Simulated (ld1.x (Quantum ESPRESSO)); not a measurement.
barium (Ba), TM: configuration errors across variants

- Element: Ba (Z = 56)
- Generator: ld1.x (Quantum ESPRESSO) 7.5
- Type: norm-conserving Troullier–Martins (Kleinman–Bylander form)
- Functional: PBEsol
- Relativity: scalar-relativistic
- Frozen core: [Xe]
- Valence charge: 2
- Reference configuration: 5d0 6s1.5 6p0 (charge +0.5)
- Partial waves: 6s (bound): rc 3.00 bohr; 5d (bound, empty): rc 4.20 bohr; 6p (bound, empty): rc 4.20 bohr
- Local potential: the p channel
- Core correction: a·sin(br)/r model core inside 2.85 bohr

All-electron excitation energies from the reference (eV): (1) 5d0 6s2 6p0 -2.147; (2) 5d0 6s1 6p0 3.234; (3) 5d0 6s1 6p1 -0.097; (4) 5d1 6s0 6p0 3.886; (5) 5d0.5 6s1.5 6p0 -1.505; (6) 5d1 6s1 6p0 -0.806; (7) 5d0 6s0 6p2 2.023.

4 further variants failed, have other tests or another functional or relativity, and are left out.

A true bound ghost makes a file unfit for plane-wave use even where its test errors are small: the radial tests pick states by their node count and pass the ghost by.

Errors AE − PS in meV (a dash: test not solved or not reliable):

| change | (1) | (2) | (3) | (4) | (5) | (6) | (7) | bound ghosts |
| --- | --- | --- | --- | --- | --- | --- | --- | --- |
| base | +20 | +33 | -4.2 | -20 | +29 | +8.1 | -34 | s |
| wave 5d (bound): rc 4.20 bohr becomes 5d (bound): rc 5.22 bohr | +20 | +33 | -4.2 | +9.4 | +35 | +33 | -34 | s |
| wave 6s (bound): rc 3.00 bohr becomes 6s (bound): rc 3.26 bohr | +19 | +31 | -3.8 | -33 | +24 | -2.1 | -30 | s |
| core correction a·sin(br)/r model core inside 2.80 bohr | +20 | +33 | -4.2 | -22 | +29 | +7.1 | -34 | s |
| wave 6p (bound): rc 4.20 bohr becomes 6p (bound): rc 4.76 bohr | +0.4 | -2.1 | -6.2 | -20 | -10 | -34 | -45 | none |
| local potential the d channel | -5.8 | -8.0 | -4.5 | -19 | -26 | -49 | -19 | s, p |

Give the same row for: local potential all-electron potential smoothed inside 4.00 bohr (lloc = -2).

+1.2, -1.0, -4.5, -20, -6.4, -25, -33; bound ghosts: none.
